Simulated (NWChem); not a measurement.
Program: NWChem. System: AlP, charge 0, spin multiplicity 3, at a geometry optimised with UPBE0/def2-SVP. The structure started from a generated list of species. Its SCF solution wasn't tested for a lower state. Level: UMP2/def2-TZVP, 10 core orbitals frozen.

The NWChem input:

```
start mol
memory heap 200 mb stack 900 mb global 1100 mb
geometry units angstroms nocenter noautoz
  Al     0.000000     0.000000     1.182537
  P      0.000000     0.000000    -1.024865
  symmetry group C2v
end
basis spherical
  * library def2-tzvp
end
scf
  uhf
  nopen 2
  maxiter 100
  thresh 1e-7
  semidirect memsize 60000000 filesize 0
  # guess.movecs holds the orbitals of an unrestricted PBE0 run
  vectors input guess.movecs output mol.movecs
end
mp2
  freeze core 10
end
task mp2 energy
```

NWChem printed:

```
             Northwest Computational Chemistry Package (NWChem) 7.3.0
             --------------------------------------------------------

                                NWChem Input Module
                                -------------------

 Scaling coordinates for geometry "geometry" by  1.889725989
 (inverse scale =  0.529177249)

 Turning off AUTOSYM since
 SYMMETRY directive was detected!

                             Geometry "geometry" -> ""
                             -------------------------

 Output coordinates in angstroms (scale by  1.889725989 to convert to a.u.)

  No.       Tag          Charge          X              Y              Z
 ---- ---------------- ---------- -------------- -------------- --------------
    1 Al                  13.0000     0.00000000     0.00000000     1.18253700
    2 P                   15.0000     0.00000000     0.00000000    -1.02486500

 Effective nuclear repulsion energy (a.u.)      46.7470644472

            Nuclear Dipole moment (a.u.)
            ----------------------------
        X                 Y               Z
 ---------------- ---------------- ----------------
     0.0000000000     0.0000000000     0.0000113384

      Symmetry information
      --------------------

 Group name             C2v
 Group number             16
 Group order               4
 No. of unique centers     2

      Symmetry unique atoms

     1    2


 Summary of "ao basis" -> "" (spherical)
 ------------------------------------------------------------------------------
       Tag                 Description            Shells   Functions and Types
 ---------------- ------------------------------  ------  ---------------------
 *                         def2-tzvp                  on all atoms

 Summary of "ao basis" -> "ao basis" (spherical)
 ------------------------------------------------------------------------------
       Tag                 Description            Shells   Functions and Types
 ---------------- ------------------------------  ------  ---------------------
 Al                        def2-tzvp                13       37   5s5p2d1f
 P                         def2-tzvp                13       37   5s5p2d1f

                                 NWChem SCF Module
                                 -----------------

  ao basis        = "ao basis"
  functions       =    74
  atoms           =     2
  alpha electrons =    15
  beta  electrons =    13
  charge          =   0.00
  wavefunction    = UHF
  use symmetry    = T
  symmetry adapt  = T

 Summary of "ao basis" -> "ao basis" (spherical)
 ------------------------------------------------------------------------------
       Tag                 Description            Shells   Functions and Types
 ---------------- ------------------------------  ------  ---------------------
 Al                        def2-tzvp                13       37   5s5p2d1f
 P                         def2-tzvp                13       37   5s5p2d1f

      Symmetry analysis of basis
      --------------------------

        a1         32
        a2          6
        b1         18
        b2         18

 Forming initial guess at       0.1s

   Symmetry analysis of molecular orbitals - initial alpha
   -------------------------------------------------------

  Numbering of irreducible representations:

     1 a1          2 a2          3 b1          4 b2

  Orbital symmetries:

     1 a1          2 a1          3 a1          4 b2          5 a1
     6 b1          7 a1          8 b2          9 a1         10 b1
    11 a1         12 a1         13 b2         14 a1         15 b1
    16 b2         17 b1         18 a1         19 a1         20 a2
    21 a1         22 b2         23 b1         24 a1         25 a1

   Symmetry analysis of molecular orbitals - initial beta
   ------------------------------------------------------

  Numbering of irreducible representations:

     1 a1          2 a2          3 b1          4 b2

  Orbital symmetries:

     1 a1          2 a1          3 a1          4 b2          5 a1
     6 b1          7 a1          8 b2          9 b1         10 a1
    11 a1         12 a1         13 b1         14 a1         15 b2
    16 b1         17 b2         18 a1         19 a1         20 a2
    21 a1         22 b1         23 b2         24 a1         25 a1

 Starting SCF solution at       0.1s

 ----------------------------------------------
         Quadratically convergent UHF

 Convergence threshold     :          1.000E-07
 Maximum no. of iterations :          100
 Integral*density screening:          1.000E-09
 ----------------------------------------------

              iter       energy          gnorm     gmax       time
             ----- ------------------- --------- --------- --------
                 1     -582.5971906107  6.34D-01  2.26D-01      0.7
                 2     -582.6091600816  6.01D-02  1.12D-02      0.7
                 3     -582.6106490422  3.56D-03  9.19D-04      0.9
                 4     -582.6106654911  4.60D-05  1.49D-05      1.0
  ga_iter_lsolve: convergence stagnant ... aborting solve
                 5     -582.6106654925  2.44D-08  1.11D-08      1.3

       Final UHF  results
       ------------------

         Total SCF energy =   -582.610665492547
      One electron energy =   -901.835677192354
      Two electron energy =    272.477947252579
 Nuclear repulsion energy =     46.747064447229

                       Sz =      1.0000
                 Sz(Sz+1) =      2.0000
                      S^2 =      2.0685

        Time for solution =      1.3s

       Symmetry analysis of molecular orbitals - alpha
[...]
    42      1.864488  2 P  s                 20      1.738387  1 Al pz
     5     -1.618396  1 Al s                 57      0.907441  2 P  pz
    17      0.185200  1 Al pz                54      0.175072  2 P  pz
    28     -0.156111  1 Al d  0

                     UHF Final Beta Molecular Orbital Analysis
                     -----------------------------------------

 Vector   11  Occ=1.000000D+00  E=-6.565491D-01  Symmetry=a1
              MO Center=  2.6D-16, -2.7D-15, -6.4D-01, r^2= 1.5D+00
   Bfn.  Coefficient  Atom+Function         Bfn.  Coefficient  Atom+Function
  ----- ------------  ---------------      ----- ------------  ---------------
    41      0.594838  2 P  s                 40     -0.393436  2 P  s
    42      0.356145  2 P  s                  4      0.252737  1 Al s

 Vector   12  Occ=1.000000D+00  E=-3.651573D-01  Symmetry=a1
              MO Center=  1.1D-16, -2.6D-16,  3.1D-01, r^2= 3.4D+00
   Bfn.  Coefficient  Atom+Function         Bfn.  Coefficient  Atom+Function
  ----- ------------  ---------------      ----- ------------  ---------------
     4      0.626991  1 Al s                  3     -0.317594  1 Al s
    41     -0.306143  2 P  s                  5      0.287163  1 Al s
    42     -0.270043  2 P  s                 40      0.191668  2 P  s
    54      0.167426  2 P  pz

 Vector   13  Occ=1.000000D+00  E=-2.789753D-01  Symmetry=b1
              MO Center= -7.0D-15, -4.3D-16, -4.9D-01, r^2= 2.7D+00
   Bfn.  Coefficient  Atom+Function         Bfn.  Coefficient  Atom+Function
  ----- ------------  ---------------      ----- ------------  ---------------
    52      0.385249  2 P  px                55      0.337653  2 P  px
    15      0.213117  1 Al px                18      0.199711  1 Al px
    49      0.170264  2 P  px

 Vector   14  Occ=0.000000D+00  E=-1.125155D-02  Symmetry=a1
              MO Center= -5.8D-15, -4.3D-14,  6.3D-01, r^2= 5.3D+00
   Bfn.  Coefficient  Atom+Function         Bfn.  Coefficient  Atom+Function
  ----- ------------  ---------------      ----- ------------  ---------------
     5      0.678657  1 Al s                 57     -0.472111  2 P  pz
    20      0.279325  1 Al pz                54     -0.258893  2 P  pz
    17      0.223508  1 Al pz

 Vector   15  Occ=0.000000D+00  E=-3.187243D-03  Symmetry=b2
              MO Center= -4.5D-16,  7.8D-14,  3.6D-01, r^2= 4.5D+00
   Bfn.  Coefficient  Atom+Function         Bfn.  Coefficient  Atom+Function
  ----- ------------  ---------------      ----- ------------  ---------------
    19      0.566522  1 Al py                16      0.238487  1 Al py
    56      0.232960  2 P  py                53      0.175465  2 P  py

 Vector   16  Occ=0.000000D+00  E= 5.276633D-02  Symmetry=b1
              MO Center= -1.3D-14, -4.2D-15,  9.3D-01, r^2= 5.7D+00
   Bfn.  Coefficient  Atom+Function         Bfn.  Coefficient  Atom+Function
  ----- ------------  ---------------      ----- ------------  ---------------
    18      0.868397  1 Al px                55     -0.521076  2 P  px
    15      0.255464  1 Al px                52     -0.158737  2 P  px

 center of mass
 --------------
 x =   0.00000000 y =   0.00000000 z =   0.00530662

 moments of inertia (a.u.)
 ------------------
         250.915817363840           0.000000000000           0.000000000000
           0.000000000000         250.915817363840           0.000000000000
           0.000000000000           0.000000000000           0.000000000000

  Mulliken analysis of the total density
  --------------------------------------

    Atom       Charge   Shell Charges
 -----------   ------   -------------------------------------------------------
    1 Al  13    12.71   2.00  0.66  1.32  1.09  0.58  2.91  2.28  0.82  0.56  0.34  0.05  0.10  0.02
    2 P   15    15.29   2.01  0.54  1.43  1.08  0.78  4.16  1.70  0.63  1.70  1.20  0.01  0.03  0.00

  Mulliken analysis of the alpha density
  --------------------------------------

    Atom       Charge   Shell Charges
 -----------   ------   -------------------------------------------------------
    1 Al  13     6.56   1.00  0.33  0.66  0.53  0.35  1.46  1.14  0.41  0.41  0.19  0.03  0.05  0.01
    2 P   15     8.44   1.00  0.27  0.72  0.54  0.41  2.10  0.83  0.43  1.29  0.81  0.01  0.02  0.00

   Mulliken analysis of the beta density
   -------------------------------------

    Atom       Charge   Shell Charges
 -----------   ------   -------------------------------------------------------
    1 Al  13     6.15   1.00  0.33  0.66  0.55  0.24  1.45  1.14  0.41  0.15  0.15  0.02  0.05  0.01
    2 P   15     6.85   1.00  0.27  0.72  0.54  0.37  2.06  0.87  0.20  0.41  0.39  0.00  0.02  0.00

   Mulliken analysis of the spin density
   -------------------------------------

    Atom       Charge   Shell Charges
 -----------   ------   -------------------------------------------------------
    1 Al  13     0.41  -0.00 -0.00 -0.00 -0.02  0.11  0.01 -0.00 -0.00  0.26  0.04  0.02 -0.00  0.01
    2 P   15     1.59   0.00  0.00 -0.00 -0.01  0.04  0.04 -0.03  0.23  0.88  0.42  0.00  0.00  0.00

       Multipole analysis of the density wrt the origin
       ------------------------------------------------

     L   x y z        total         alpha         beta         nuclear
     -   - - -        -----         -----         ----         -------
     0   0 0 0     -0.000000    -15.000000    -13.000000     28.000000

     1   1 0 0      0.000000      0.000000      0.000000      0.000000
     1   0 1 0      0.000000      0.000000      0.000000      0.000000
     1   0 0 1      1.070305      1.011083      0.059210      0.000011

     2   2 0 0    -21.612737    -11.682160     -9.930578      0.000000
     2   1 1 0      0.000000      0.000000      0.000000      0.000000
     2   1 0 1      0.000000      0.000000      0.000000      0.000000
     2   0 2 0    -18.188960    -11.936437     -6.252523      0.000000
     2   0 1 1      0.000000      0.000000     -0.000000      0.000000
     2   0 0 2    -19.260679    -79.582370    -60.860030    121.181721

                   NWChem MP2 Semi-direct Energy/Gradient Module
                   ---------------------------------------------

  Basis functions       =     74
  Molecular orbitals    =     74
  Frozen core           =     10
  Frozen virtuals       =      0
  Active alpha occupied =      5
  Active beta occupied  =      3
  Active alpha virtual  =     59
  Active beta virtual   =     61
  Use MO symmetry       = T
  Use skeleton AO sym   = T

  AO/Fock/Back tols     =   1.0D-09  1.0D-09  1.0D-09

 GA uses MA = F    GA memory limited = T

 Available:
  local mem=  1.26D+08
 global mem=  1.44D+08
 local disk=  0.00D+00
  mp2_memr nvloc                    59
  nvloc new                    59
   1 passes of   5:        4194304                      25915                   2757662.
   1 passes of   5: M    126152428           G      144168248           F     121958124.

 Semi-direct pass number   1 of   1  for UHF alpha       at        1.4s
  vrange nnbf                  2740
  mp2_eaftype                    10  avail_ma_in_mb                  1099
 EAF : mp2_eaftype filesize          10    1378831.
  mp2_eaf for mointskh                     10
Node 0 wrote      6.5 Mb in      0.0 s     Agg I/O rate:  2018.8 Mb/s
 Done moints_semi at        2.9s
  mp2_eaftype                    10  avail_ma_in_mb                  1089
 EAF : mp2_eaftype filesize          10    1378831.
  mp2_eaf for kh                    10
 Done maket at        3.0s
 Done multipass loop at        3.0s

 GA uses MA = F    GA memory limited = T

 Available:
  local mem=  1.26D+08
 global mem=  1.44D+08
 local disk=  0.00D+00
  mp2_memr nvloc                    61
  nvloc new                    61
   1 passes of   3:        4194304                      20317                   1714270.
   1 passes of   3: M    126152428           G      144168248           F     121958124.

 Semi-direct pass number   1 of   1  for UHF beta        at        3.0s
  vrange nnbf                  2740
  mp2_eaftype                    10  avail_ma_in_mb                  1099
 EAF : mp2_eaftype filesize          10     857135.
  mp2_eaf for mointskh                     10
Node 0 wrote      4.0 Mb in      0.0 s     Agg I/O rate:  2125.2 Mb/s
 Done moints_semi at        4.5s
  mp2_eaftype                    10  avail_ma_in_mb                  1089
 EAF : mp2_eaftype filesize          10     857135.
  mp2_eaf for kh                    10
 Done maket at        4.5s
 Done multipass loop at        4.5s

          -------------------------------------------
          SCF energy                -582.610665492547
          Correlation energy          -0.160306798654
          Singlet pairs                0.000000000000
          Triplet pairs                0.000000000000
          Total MP2 energy          -582.770972291201
          -------------------------------------------

          ---------------------------------------------------
                    Spin Component Scaled (SCS) MP2
          Same spin pairs                     -0.036523152971
          Same spin scaling factor             0.333333333333
          Opposite spin pairs                 -0.123783645683
          Opposite spin scaling fact.          1.200000000000
          SCS-MP2 correlation energy          -0.160714759143
          Total SCS-MP2 energy              -582.771380251690
          ---------------------------------------------------

 -----------------------
 Performance information
 -----------------------

 Timer overhead =  1.90D-07 seconds/call

               Nr. of calls         CPU time (s)                 Wall time (s)                GFlops
             ---------------    -------------------     ------------------------------   -------------------
Name         Min   Avg   Max    Min     Avg     Max     Min     Avg     Max   Mx/calls   Min     Max     Sum
mp2: moin     2     2     2    3.0     3.0     3.0      3.0     3.0     3.0     1.5      0.0     0.0     0.0
mp2: make     2     2     2   6.01E-2 6.01E-2 6.01E-2  6.01E-2 6.01E-2 6.01E-2 3.01E-2   0.0     0.0     0.0
mp2: tota     1     1     1    3.1     3.1     3.1      3.1     3.1     3.1     3.1      0.0     0.0     0.0

 The average no. of pstat calls per process was 5.00D+00
 with a timing overhead of 9.52D-07s

 Task  times  cpu:        4.5s     wall:        4.5s

 Total times  cpu:        4.5s     wall:        4.5s
```
